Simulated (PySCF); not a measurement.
Computed IR spectrum (relative IR intensity) of a molecule C4H5NO. Coordinates come from a ωB97X-D3(BJ)/def2-SVP optimisation. Other conformers were not sampled. Level of theory: PySCF with ωB97X-D3(BJ)/def2-SVP. Frequencies are harmonic and unscaled.

ν (cm⁻¹): 165 (vw), 359 (w), 644 (w), 859 (s), 920 (vw), 960 (m), 1040 (m), 1094 (w), 1099 (vs), 1269 (m), 1331 (m), 1409 (m), 1425 (m), 1497 (vw), 1751 (s), 1794 (s), 3077 (m), 3134 (w), 3224 (vw) (against the strongest line: vs over 80 %, s over 45 %, m over 15 %, w over 4 %, vw less)

Problem. Pick the molecule that these values belong to.
(A) C1=COCN=C1
(B) C=C1C=NCO1
(C) C=C/N=C\C=O
(D) Nc1ccco1

Solution. B, C=C1C=NCO1
